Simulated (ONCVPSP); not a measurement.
u(r) = r·R(r): atom against pseudo-atom (chromium (Cr))

Columns: radius, all-electron u(r) and pseudo u(r) of the 3s shell (level -94.88 eV) of chromium in the configuration [Ne] 3s2 3p6 3d4; PBEsol, scalar-relativistic, ONCV scheme, ONCVPSP 4.0.1.

```csv
r (bohr),all-electron,pseudo
0.093,-0.0931,0.0908
0.185,-0.6122,0.2026
0.278,-0.4277,0.3528
0.370,0.0529,0.5365
0.463,0.5333,0.7372
0.555,0.8830,0.9203
0.648,1.0894,1.0625
0.740,1.1711,1.1434
0.833,1.1642,1.1551
0.925,1.1010,1.1007
1.018,1.0049,1.0048
1.110,0.8958,0.8956
1.203,0.7828,0.7827
1.295,0.6755,0.6754
1.388,0.5755,0.5754
1.480,0.4868,0.4868
1.573,0.4081,0.4080
1.665,0.3406,0.3406
1.758,0.2823,0.2823
1.850,0.2335,0.2335
1.943,0.1920,0.1920
2.035,0.1577,0.1577
2.128,0.1289,0.1289
2.220,0.1053,0.1053
2.313,0.0857,0.0857
2.405,0.0697,0.0697
```

How many radial nodes do the two functions have?

The all-electron 3s function has n − l − 1 = 2 (the table is too coarse to show those close to the nucleus); the pseudo-wave has 0, since the states of the same l below it are removed with the core.

At about which radius was the pseudo-wave matched?

0.95 bohr, where the columns begin to agree (steps of 0.09 bohr).

Is the pseudo-wave norm-conserving?

Yes: the ONCV scheme keeps the norm inside the radius equal to the all-electron one, which fixes the energy derivative of the logarithmic derivative at the level.
